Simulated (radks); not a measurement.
Values are calculated unless marked as measured or tabulated.
Hf+, 71 electrons, occupied as [Xe] 4f14 5d2 6d1 (not the ground configuration). Level of theory: scalar-relativistic Kohn-Sham, PBE, spin-polarised, spherical densities, point nucleus; open shells are filled with parallel spins first (spin-orbit coupling, left out, can overturn this in heavy ions) (a radial shooting solver on a logarithmic mesh with Libxc functionals).

Unscreened Slater integrals over Kohn-Sham orbitals (cm^-1). They are taken over the spin-up orbitals.

F0(6d,6d): 29215
F2(6d,6d): 16122
F4(6d,6d): 11040
F0(6d,5d): 37349
F2(6d,5d): 7605.6
F4(6d,5d): 3323.9
G0(6d,5d): 2208.7
G2(6d,5d): 2615.0
G4(6d,5d): 2040.8
F0(6d,4f): 39849
F2(6d,4f): 2726.5
F4(6d,4f): 1128.3
G1(6d,4f): 969.38
G3(6d,4f): 841.25
G5(6d,4f): 653.37
F0(6d,5p): 38803
F2(6d,5p): 5487.6
G1(6d,5p): 4159.0
G3(6d,5p): 2701.1
F0(5d,5d): 93492
F2(5d,5d): 47653
F4(5d,5d): 31023
F0(5d,4f): 122160
F2(5d,4f): 26698
F4(5d,4f): 12458
G1(5d,4f): 11800
G3(5d,4f): 9481.4
G5(5d,4f): 7191.9
F0(5d,5p): 111330
F2(5d,5p): 51369
G1(5d,5p): 59057
G3(5d,5p): 36090
F0(4f,4f): 301430
F2(4f,4f): 142560
F4(4f,4f): 89316
F6(4f,4f): 64223
F0(4f,5p): 179030
F2(4f,5p): 58166
G2(4f,5p): 28433
G4(4f,5p): 22155
F0(5p,5p): 147210
F2(5p,5p): 79110

Derived for the open shells (J is the average intra-shell exchange parameter used in DFT+U). 5d: Racah B = F2/49 - 5 F4/441 = 620.8 cm^-1, C = 35 F4/441 = 2462 cm^-1, C/B = 3.97, F4/F2 = 0.651, J = (F2 + F4)/14 = 5620 cm^-1. 6d: Racah B = F2/49 - 5 F4/441 = 203.8 cm^-1, C = 35 F4/441 = 876.2 cm^-1, C/B = 4.30, F4/F2 = 0.685, J = (F2 + F4)/14 = 1940 cm^-1.
